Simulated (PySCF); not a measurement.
# What a mistake does to a calculation on B2Ge2H6

These are calculations, not measurements. The program is PySCF 2.14.0, an open-source quantum chemistry code, run on an isolated molecule that a program drew, which may never have been made. The molecule is B2Ge2H6 (charge 0, singlet), drawn as the SMILES string `[BH2][Ge][BH][GeH3]`.

Each row is a Hartree-Fock (HF) and frozen-core CCSD(T) single point in the cc-pVDZ basis, meant for a local HF minimum. Run 1 is clean. Each other run has one planted mistake out of seven kinds, and not every kind appears here: one electron removed, one electron added, multiplicity raised by two, geometry at a saddle point, minimal basis STO-3G, one bond length entered in bohr, all coordinates scaled. The reference is restricted for singlets and unrestricted otherwise, and also for a bond in bohr. Adding or removing an electron swaps singlet and doublet. Electrons count all cores. HOMO and LUMO are orbital energies over both spins, the gradient is its largest component, and the lowest frequency (negative if imaginary) is given only where the gradient is small. Bond lengths are over the 9 bonds as drawn. T1 is the CCSD diagnostic: over 0.02 (restricted) or 0.045 (unrestricted) a single reference is doubtful. Germanium has the cc-pVDZ-PP basis, with a core potential (ECP10MDF) in place of its 10 inner electrons, and its 3s, 3p and 3d shells are frozen in CCSD(T).

Geometry of the clean run:
```xyz
10
B2Ge2H6, angstrom
B    -0.4951   -1.7921   -2.5258
Ge   -1.8766   -2.0053   -1.0267
B    -1.8314   -0.0704   -0.4085
Ge   -0.5564    0.5900    1.1142
H     0.6722   -1.9763   -2.3162
H    -0.8553   -1.5764   -3.6504
H    -2.6181    0.7234   -0.8480
H    -1.3687    1.0982    2.3142
H     0.3043    1.7496    0.5901
H     0.3955   -0.5032    1.6238
```

| run | electrons | basis functions | <S^2> | HOMO (eV) | LUMO (eV) | gradient (hartree/bohr) | lowest frequency (cm^-1) | mean bond (Å) | longest bond (Å) | T1 | HF (hartree) | CCSD(T) (hartree) | mistake |
|---|---|---|---|---|---|---|---|---|---|---|---|---|---|
| 1 | 80 | 104 | 0.000 | -8.55 | 0.62 | 1.3e-05 | 67 | 1.5983 | 2.093 | 0.0255 | -639.53347 | -639.95701 | no fault |
| 2 | 80 | 104 | 0.000 | -8.57 | 0.65 | 7.1e-03 | - | 1.5791 | 2.068 | 0.0256 | -639.53239 | -639.95573 | all coordinates scaled |
| 3 | 81 | 104 | 0.844 | -1.26 | 5.80 | 1.3e-02 | - | 1.5983 | 2.093 | 0.0324 | -639.54279 | -639.98717 | one electron added |
| 4 | 80 | 104 | 2.036 | -7.24 | -0.66 | 2.5e-02 | - | 1.5983 | 2.093 | 0.0220 | -639.49006 | -639.88884 | ? |
| 5 | 79 | 104 | 0.780 | -15.16 | -6.60 | 2.6e-02 | - | 1.5983 | 2.093 | 0.0255 | -639.25735 | -639.64598 | ? |

**Which mistake was planted in run 4, and what did it cost?**

Electrons, basis and geometry are unchanged, and <S^2> is 2.036, beside S(S+1) = 2.00 for a multiplicity of 3. So the mistake is: multiplicity raised by two. Subtracting run 1 and multiplying by 627.51 kcal/mol a hartree, the energy moved by 27.2 kcal/mol in HF and 42.8 kcal/mol in CCSD(T).

**Which mistake was planted in run 5, and what did it cost?**

It counts 79 electrons, one fewer than the clean run, at the same geometry and basis. So the mistake is: one electron removed. Subtracting run 1 and multiplying by 627.51 kcal/mol a hartree, the energy moved by 173.3 kcal/mol in HF and 195.2 kcal/mol in CCSD(T).

Cautions from the logs. Run 1: T1 is over the limit, so its CCSD(T) energy is less reliable; run 2: T1 is over the limit, so its CCSD(T) energy is less reliable.
